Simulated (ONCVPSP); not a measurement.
**Pd (Z = 46): one change to an ONCV potential, before and after**

Pd (Z = 46), optimised norm-conserving Vanderbilt (ONCV), made with ONCVPSP 4.0.1 (PBE, non-relativistic). Core [Ar] 3d10, reference 4s2 4p6 4d10. Waves: 4s: rc 1.30 bohr, ncon 4, nbas 7, qcut 9.2 1/bohr, 3 projectors, debl 0.5 Ha; 4p: rc 1.40 bohr, ncon 5, nbas 8, qcut 12.3 1/bohr, 2 projectors, debl 3.3 Ha; 4d: rc 1.95 bohr, ncon 4, nbas 8, qcut 7.4 1/bohr, 2 projectors, debl 0.4 Ha. Local part: polynomial inside 1.10 bohr (lpopt 4, dvloc0 0 Ha). Core correction: Teter function, fcfact 2.5, rcfact 1.75.

In the s channel the program set the typed energies aside and used -2.887, 0.250, 0.750 Ha.

All-electron outer shells of the reference configuration (PBE, non-relativistic, ld1.x):

| shell | level (eV) | outermost node (bohr) | outermost maximum (bohr) |
| --- | --- | --- | --- |
| 4s | -78.57 | 0.47 | 0.88 |
| 4p | -49.24 | 0.46 | 0.92 |
| 4d | -4.11 | 0.45 | 1.09 |

Change: reference 4s2 4p6 4d9. In the s channel the program set the typed energies aside and used -3.310, 0.250, 0.750 Ha. In the d channel the program set the typed energies aside and used -0.545, 0.250 Ha.

Cutoffs: the cutoffs (Ha) at which the residual kinetic energy of the hardest occupied pseudo-wave falls to 1 and 0.1 mHa per electron; they do not see the model core or the augmentation charge, which bear on the density cutoff. Errors are all-electron minus pseudo energies relative to the spin-unpolarised reference configuration.

**Question.** What does the change do?

**Answer.** The potential gets neither clearly harder nor softer (50 Ha and 59 Ha → 50 Ha and 59 Ha); the number of tests with a reliable result goes from 3 to 4; the range in which the d phases agree widens (upper end 2.3 → at the end of the scan); neither file shows a bound ghost.

```csv
quantity,base,changed
"cutoff, loose",50 Ha,50 Ha
"cutoff, tight",59 Ha,59 Ha
loose cutoff by channel,"s 33 Ha, p 50 Ha, d 21 Ha","s 33 Ha, p 50 Ha, d 21 Ha"
bound ghosts,none,none
GHOST(+) flags under 300 eV,none,none
tests with a reliable result,3 of 4,4 of 4
s: phases at 1.32 bohr within 0.05 rad from the reference energy up to (Ha; the scan ends near 5),to the end of the scan,to the end of the scan
p: phases at 1.42 bohr within 0.05 rad from the reference energy up to (Ha; the scan ends near 5),to the end of the scan,to the end of the scan
d: phases at 1.98 bohr within 0.05 rad from the reference energy up to (Ha; the scan ends near 5),2.3,to the end of the scan
"rms error of d²Exc/dni dnj with the model core, mHa",2.47,2.53
```
